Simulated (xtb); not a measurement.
C$_{4}$H$_{10}$O$_{2}$Sb (SMILES CC[O][Sb][O]CC), doublet, from a rough starting geometry (the spin is typed, not shown lowest); GFN2-xTB in xtb.

The xtb input:
```
$ xtb mol.xyz --gfn 2 --uhf 1 --opt vtight --json

# file mol.xyz
17

Sb    -0.04205435     1.69866393     0.19034578
O     -1.94853937     1.08267275     0.33172583
C     -2.18093144    -0.27664141     0.75246211
C     -1.94655592    -0.53887673     2.15940382
H     -3.18651922    -0.48123605     0.43296628
H     -1.55897985    -0.99450197     0.08475007
H     -2.57460584     0.13149356     2.76716745
H     -2.18687564    -1.50947724     2.42274729
H     -0.89328495    -0.31715050     2.42295735
O      0.58809815    -0.06750665    -0.43170484
C      1.92527988    -0.27406861    -0.84938261
C      2.34583647     0.56601207    -2.03408954
H      2.62287712    -0.16046545    -0.01947626
H      1.97675319    -1.30999841    -1.18334238
H      2.39634852     1.60078882    -1.76308049
H      3.33124932     0.26375663    -2.41434523
H      1.60695846     0.51649627    -2.83516245
```

Output, abridged:

```
   ID    Z sym.   atoms
    1   51 Sb     1
    2    8 O      2, 10
    3    6 C      3, 4, 11, 12
    4    1 H      5-9, 13-17

           -------------------------------------------------
          |                Calculation Setup                |
           -------------------------------------------------

           -------------------------------------------------
          |                 G F N 2 - x T B                 |
           -------------------------------------------------

          ...................................................
          :                      SETUP                      :
          :.................................................:
          :  # basis functions                  44          :
          :  # atomic orbitals                  43          :
          :  # shells                           25          :
          :  # electrons                        43          :
          :  max. iterations                   250          :
          :  Hamiltonian                  GFN2-xTB          :
          :  restarted?                      false          :
          :  GBSA solvation                  false          :
          :  PC potential                    false          :
          :  electronic temp.          300.0000000     K    :
          :  accuracy                    1.0000000          :
          :  -> integral cutoff          0.2500000E+02      :
          :  -> integral neglect         0.1000000E-07      :
          :  -> SCF convergence          0.1000000E-05 Eh   :
          :  -> wf. convergence          0.1000000E-03 e    :
          :  Broyden damping             0.4000000          :
          :  net charge                          0          :
          :  unpaired electrons                  1          :
          ...................................................

 iter      E             dE          RMSdq      gap      omega  full diag
   1    -24.1935182 -0.241935E+02  0.501E+00    2.72       0.0  T
   2    -24.2490223 -0.555041E-01  0.345E+00    2.72       1.0  T
   3    -24.2498359 -0.813631E-03  0.125E+00    2.83       1.0  T
   4    -24.2505971 -0.761212E-03  0.686E-01    2.82       1.0  T
   5    -24.2511864 -0.589264E-03  0.196E-01    2.85       1.0  T
   6    -24.2511677  0.186724E-04  0.106E-01    2.84       1.0  T
   7    -24.2511941 -0.263693E-04  0.321E-02    2.85       1.0  T
   8    -24.2511940  0.632828E-07  0.184E-02    2.85       1.3  T
   9    -24.2511948 -0.780950E-06  0.420E-03    2.85       5.8  T
  10    -24.2511948 -0.203548E-07  0.168E-03    2.85      14.4  T
  11    -24.2511948 -0.643573E-08  0.448E-04    2.85      54.1  T
  12    -24.2511948 -0.353261E-09  0.893E-05    2.85     271.6  T

   *** convergence criteria satisfied after 12 iterations ***

         :::::::::::::::::::::::::::::::::::::::::::::::::::::
         ::                     SUMMARY                     ::
         :::::::::::::::::::::::::::::::::::::::::::::::::::::
         :: total energy             -24.027502192935 Eh    ::
         :: gradient norm              0.112647646667 Eh/a0 ::
         :: HOMO-LUMO gap              2.850892723072 eV    ::
         ::.................................................::
         :: SCC energy               -24.251178576950 Eh    ::
         :: -> isotropic ES            0.069532203213 Eh    ::
         :: -> anisotropic ES          0.000633146995 Eh    ::
         :: -> anisotropic XC          0.005207523747 Eh    ::
         :: -> dispersion             -0.011489927313 Eh    ::
         :: repulsion energy           0.223676384015 Eh    ::
         :: add. restraining           0.000000000000 Eh    ::
         :: total charge               0.000000000000 e     ::
         :::::::::::::::::::::::::::::::::::::::::::::::::::::

      -----------------------------------------------------------
     |                   =====================                   |
[...]
 * total energy  :   -24.0389629 Eh     change       -0.1142113E-06 Eh
 * total energy  :   -24.0389630 Eh     change       -0.1150175E-06 Eh
 * total energy  :   -24.0389631 Eh     change       -0.1156274E-06 Eh
 * total energy  :   -24.0389633 Eh     change       -0.1155749E-06 Eh
 * total energy  :   -24.0389634 Eh     change       -0.1144238E-06 Eh
 * total energy  :   -24.0389635 Eh     change       -0.1124095E-06 Eh
 * total energy  :   -24.0389636 Eh     change       -0.1096492E-06 Eh
 * total energy  :   -24.0389637 Eh     change       -0.1065481E-06 Eh
 * total energy  :   -24.0389638 Eh     change       -0.1041112E-06 Eh
 * total energy  :   -24.0389639 Eh     change       -0.1019913E-06 Eh
 * total energy  :   -24.0389640 Eh     change       -0.1004627E-06 Eh
 * total energy  :   -24.0389641 Eh     change       -0.9994453E-07 Eh
   *** GEOMETRY OPTIMIZATION CONVERGED AFTER 82 ITERATIONS ***
         :: total energy             -24.038964100973 Eh    ::
[...]
       ...                                ...                  ...
        43                          0.4988386              13.5741
      -------------------------------------------------------------
                  HL-Gap            0.0972210 Eh            2.6455 eV
             Fermi-level           -0.3094534 Eh           -8.4207 eV

     #   Z          covCN         q      C6AA      α(0)
     1  51 Sb       1.761     0.451   388.114    38.589
     2   8 O        1.631    -0.389    20.649     6.134
     3   6 C        3.792     0.090    19.099     6.224
     4   6 C        3.750    -0.114    22.738     6.800
     5   1 H        0.924     0.039     2.464     2.455
     6   1 H        0.924     0.039     2.458     2.452
     7   1 H        0.925     0.046     2.373     2.409
     8   1 H        0.925     0.042     2.428     2.437
     9   1 H        0.925     0.045     2.380     2.412
    10   8 O        1.626    -0.408    21.027     6.189
    11   6 C        3.762     0.096    19.035     6.219
    12   6 C        3.751    -0.115    22.767     6.805
    13   1 H        0.923     0.009     2.900     2.663
    14   1 H        0.924     0.040     2.443     2.444
    15   1 H        0.925     0.033     2.551     2.497
    16   1 H        0.925     0.043     2.412     2.429
    17   1 H        0.925     0.052     2.289     2.366

 Mol. C6AA /au·bohr⁶  :       3875.297255
 Mol. C8AA /au·bohr⁸  :     155275.044998
 Mol. α(0) /au        :        101.525467

Wiberg/Mayer (AO) data.
largest (>0.10) Wiberg bond orders for each atom

 ---------------------------------------------------------------------------
     #   Z sym  total        # sym  WBO       # sym  WBO       # sym  WBO
 ---------------------------------------------------------------------------
     1  51 Sb   2.345 --     2 O    1.147    10 O    1.100
     2   8 O    2.214 --     1 Sb   1.147     3 C    0.996
     3   6 C    3.951 --     4 C    1.012     2 O    0.996     6 H    0.974
                             5 H    0.961
     4   6 C    3.996 --     3 C    1.012     7 H    0.987     8 H    0.985
                             9 H    0.979
     5   1 H    0.998 --     3 C    0.961
     6   1 H    0.998 --     3 C    0.974
     7   1 H    0.998 --     4 C    0.987
     8   1 H    0.998 --     4 C    0.985
     9   1 H    0.998 --     4 C    0.979
    10   8 O    2.190 --     1 Sb   1.100    11 C    1.011
    11   6 C    3.960 --    12 C    1.012    10 O    1.011    13 H    0.975
                            14 H    0.960
    12   6 C    3.996 --    11 C    1.012    17 H    0.987    16 H    0.985
                            15 H    0.983
    13   1 H    1.000 --    11 C    0.975
    14   1 H    0.998 --    11 C    0.960
    15   1 H    0.999 --    12 C    0.983
    16   1 H    0.998 --    12 C    0.985
    17   1 H    0.997 --    12 C    0.987
 ---------------------------------------------------------------------------

Topologies differ in total number of bonds
Writing topology from bond orders to xtbtopo.mol

molecular dipole:
                 x           y           z       tot (Debye)
 q only:        0.694       0.504       0.128
   full:        0.864       0.252       0.087       2.297
molecular quadrupole (traceless):
                xx          xy          yy          xz          yz          zz
 q only:       -3.034       4.224       3.061      -2.330      -0.403      -0.026
  q+dip:       -2.159       4.776       1.212      -1.613       0.184       0.947
   full:       -1.226       4.568       1.480      -2.684      -0.031      -0.254

optimized geometry written to: xtbopt.xyz

           -------------------------------------------------
          | TOTAL ENERGY              -24.038964100973 Eh   |
          | GRADIENT NORM               0.000045477318 Eh/α |
          | HOMO-LUMO GAP               2.645518352670 eV   |
           -------------------------------------------------

normal termination of xtb
```
